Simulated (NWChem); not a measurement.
bicarbonate (CHO3 anion); SMILES O=C([O-])O

```xyz
5

O     -0.5888    -1.1382     0.0000
C      0.0376     0.1589     0.0000
O      1.2885     0.1119     0.0000
O     -0.7566     1.1062     0.0000
H      0.1640    -1.7427     0.0000
```
Atoms are numbered in this order, from 1.

Level: B3LYP/def2-SVPD (NWChem), optimised geometry, unscaled harmonic frequencies. 

```json
[
 {"frequency (cm⁻¹)": "544", "IR intensity (km/mol)": "80.0"},
 {"frequency (cm⁻¹)": "553", "IR intensity (km/mol)": "10.4"},
 {"frequency (cm⁻¹)": "632", "IR intensity (km/mol)": "4.4"},
 {"frequency (cm⁻¹)": "826", "IR intensity (km/mol)": "27.7"},
 {"frequency (cm⁻¹)": "862", "IR intensity (km/mol)": "246.7"},
 {"frequency (cm⁻¹)": "1187", "IR intensity (km/mol)": "99.2"},
 {"frequency (cm⁻¹)": "1316", "IR intensity (km/mol)": "358.7"},
 {"frequency (cm⁻¹)": "1784", "IR intensity (km/mol)": "802.2"},
 {"frequency (cm⁻¹)": "3817", "IR intensity (km/mol)": "14.3"}
]
```

| Property | Value |
|---|---|
| zero-point energy | 16.5 kcal/mol |
| thermal correction to the enthalpy at 298.15 K (with zero-point energy) | 19.3 kcal/mol |
| heat capacity Cv | 10.8 cal/(mol K) |
| entropy at 298.15 K and 1 atm (symmetry number 1) | 63.6 cal/(mol K) |

Rigid rotor and harmonic oscillator.
